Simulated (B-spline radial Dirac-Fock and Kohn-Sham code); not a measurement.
## EELS cross sections of the Sn M5 edge

System: atomic tin, 1s2 2s2 2p6 3s2 3p6 3d10 4s2 4p6 4d10 5s2 5p2. Level of theory: the first Born approximation with generalised oscillator strengths from a Dirac-Hartree-Slater potential (longitudinal and transverse terms; continuum final states only, so no white lines or fine structure); a radial atomic solver. The edge is taken at 484.9 eV (tabulated value).

Edge shape dσ/dE in barn per eV:

```tsv
E − edge (eV)	100 kV, 20 mrad	120 kV, 50 mrad	300 kV, 20 mrad
1	4.27	6.34	3.46
3	4.64	7.31	3.87
6	5.99	9.31	4.97
10	11.2	15.4	8.78
15	29.2	35.4	21.7
20	61.3	71.1	44.7
30	121	138	87.8
40	140	160	102
50	132	153	97.2
65	115	134	84.8
80	102	121	76.1
100	89.4	107	67.3
125	76.6	93.5	58.4
150	66.7	82.9	51.5
200	51.4	66.2	40.7
250	40.2	53.6	32.5
300	31.7	43.8	26.3
```

For the first setting the maximum lies 40 eV above the edge, a delayed edge: the centrifugal barrier keeps slow electrons of high angular momentum away from the core. The intensity 300 eV above the edge is 23 % of the maximum.

Values without a named source are computed, but for edge energies of neutral atoms, which are taken from tables.
